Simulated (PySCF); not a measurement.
Q: What does the PBE0-D3(BJ)/def2-SVP structure of fac-MoCl3(NH3)3 (`[NH3]->[Mo](<-[NH3])(<-[NH3])([Cl])([Cl])[Cl]`) [quartet] look like in three dimensions? (Quartet state.)

A: 
```
atom  x, y, z in Å
Mo1    0.4040    0.4000    0.4132
Cl2    0.1681    0.1580    2.7997
N3     0.5354    0.5433   -1.8278
H4     0.3279    1.5284   -2.0174
H5     0.0071   -0.0426   -2.4723
H6     1.5370    0.4080   -1.9976
Cl7    2.7924    0.1672    0.1862
N8    -1.8378    0.5327    0.5385
H9    -2.0203    0.3627    1.5324
H10   -2.4799   -0.0278   -0.0196
H11   -2.0177    1.5262    0.3639
Cl12   0.1748    2.7897    0.1966
N13    0.5287   -1.8435    0.5288
H14   -0.0213   -2.4804   -0.0453
H15    0.3424   -2.0340    1.5181
H16    1.5249   -2.0221    0.3691
```

Any rigid rotation of these coordinates is as good. Atoms count from 1 in this order. Mo1 (molybdenum bonded to 3 Cl and 3 N) is distorted octahedral (the three widest angles are 176.9°, 176.9° and 176.8°, the others run from 81.5° to 100.5°). All 3 Mo–N bonds measure 2.249 to 2.250 Å. All 3 Cl–Mo bonds measure 2.410 Å. N3 (nitrogen bonded to Mo and 3 H) is distorted tetrahedral (angles from 102.3° to 124.3°).

Bonds between heavy atoms (Å): Mo1–Cl2 2.410, Mo1–N3 2.249, Mo1–Cl7 2.410, Mo1–N8 2.249, Mo1–Cl12 2.410, Mo1–N13 2.250.

Level of theory: PBE0-D3(BJ)/def2-SVP geometry optimisation, gas phase, def2 core potentials past Kr in PySCF 2.14.0.

No PBE0-D3(BJ)/def2-SVP frequencies stand behind this structure, so it isn't proved a minimum. ⟨S²⟩ = 3.764 (exact for a quartet: 3.75).

The run took 3.1 min on one thread, AMD EPYC 9R45 (x86_64), no GPU, shared host, and the process peaked at 0.98 GiB of memory. This is the geometry optimisation.
